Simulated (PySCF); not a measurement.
PySCF job for MgCl2, SMILES [Cl][Mg][Cl], PBE/pcJ-2. Geometry optimised at ωB97X-D3(BJ)/def2-TZVP. The isomer is the one that the SMILES or the coordinates give; other isomers of the formula were not compared.

```python
import numpy as np
from pyscf import gto, scf, dft
from pyscf.prop.ssc import rks as ssc

mol = gto.M(
    atom='''
    Mg    0.00000000    0.00000000    0.00000000
    Cl    0.00000000    0.00000000   -2.16748609
    Cl    0.00000000    0.00000000    2.16748609
    ''',
    basis='pcJ-2',
    charge=0,
    spin=0,
    max_memory=1600,
    verbose=3,
)
mf = dft.RKS(mol, xc='pbe')
mf.grids.level = 3
mf.conv_tol = 1e-10
mf.max_cycle = 100
mf.kernel()
j = ssc.SSC(mf)
j.with_fcsd = True
j.max_cycle_cphf = 80
j.conv_tol = 1e-7
e11 = j.kernel()
```

Log of the run:

```
converged SCF energy = -1118.28169273233
Reduced spin-spin coupling constant K (Hz)
               #0        #1        #2
        0 Mg   0.00000
        1 Cl -28.51468   0.00000
        2 Cl -28.51480  -6.83828   0.00000
Spin-spin coupling constant J (Hz)
               #0        #1        #2
        0 Mg   0.00000
        1 Cl   5.34610   0.00000
        2 Cl   5.34612  -2.05294   0.00000
```

The calculation finished and met its thresholds.
